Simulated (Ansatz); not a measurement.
One change: `B[SiH2]C(=N)O` becomes `N=C(O)[SiH2][SiH3]`.

Ansatz, PBE0-D4/def2-TZVP geometries, multiplicity 1. Each molecule was computed in one conformer, which needn't be the lowest.

```csv
property,`B[SiH2]C(=N)O`
HOMO energy (B3LYP/def2-TZVPP) / eV,-7.63
HOMO–LUMO gap (ωB97M-V/def2-TZVPP) / eV,9.66
HOMO energy (PBE/def2-TZVPP) / eV,-6.39
HOMO–LUMO gap (PBE/def2-TZVPP) / eV,2.90
HOMO–LUMO gap (PBE0/def2-TZVPP) / eV,5.39
size of the dipole moment (B3LYP/def2-TZVPP) / D,1.79
```

**Question.** Give the same properties after the change, and the shifts. (An estimate is asked.)

**Answer.** Computed: 
```tsv
property	`N=C(O)[SiH2][SiH3]`	shift
HOMO energy (B3LYP/def2-TZVPP) / eV	-7.50	0.13
HOMO–LUMO gap (ωB97M-V/def2-TZVPP) / eV	11.43	1.77
HOMO energy (PBE/def2-TZVPP) / eV	-6.35	0.04
HOMO–LUMO gap (PBE/def2-TZVPP) / eV	4.85	1.95
HOMO–LUMO gap (PBE0/def2-TZVPP) / eV	7.18	1.79
size of the dipole moment (B3LYP/def2-TZVPP) / D	0.98	-0.81
```

With PBE0 the HOMO rises by 0.15 eV and the LUMO rises by 1.94 eV, so the gap widens by about 1.79 eV. PBE moves the HOMO by 0.04 eV and ωB97M-V by 0.21 eV. Dipoles are sizes alone; their direction can turn.

B3LYP here is the variant with VWN-RPA as its local correlation; programs differ in this.
